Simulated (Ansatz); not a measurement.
The cluster Te₄Se⁻, relaxed as a doublet with UKS PBE-D4/def2-SVPD in Ansatz, starting from the GFN1-xTB geometry. Force threshold 0.02 eV/Å.

In the def2 sets Te takes a core potential; there is no spin–orbit coupling. The relaxation made no stability test and no search for a lower SCF solution. Another isomer (doublet) lies 0.05 eV lower at PBE0-D4/def2-TZVPD; other spin states weren't run for this one.

Start:

```xyz
5

Se    0.163    0.386    1.910
Te   -0.772   -1.949    1.239
Te   -0.053   -1.490   -1.412
Te   -0.419    2.072    0.172
Te    1.081    0.982   -1.908
```

(1) Estimate the energy that the relaxation releases and the steps that it takes.

(2) Does the start keep its bonding?

(3) Predict the relaxed structure.

## Answers

(1) 32.6 kJ/mol, in 22 steps; 1.7 min on 4 threads of Arm Neoverse V1 on a shared host. No frequencies were taken in this run, so the end may be a saddle point.

(2) Bonds lost: Te3–Te5 (atoms count from 1).

(3) 
```tsv
atom	x (Å)	y (Å)	z (Å)
Se1	-0.077	0.578	2.092
Te2	-0.241	-2.058	1.148
Te3	-0.775	-1.574	-1.409
Te4	-0.465	1.841	-0.059
Te5	1.557	1.213	-1.772
```
Bond lengths: 2 × Se–Te 2.52 to 2.81 Å; 2 × Te–Te 2.66 to 2.72 Å.
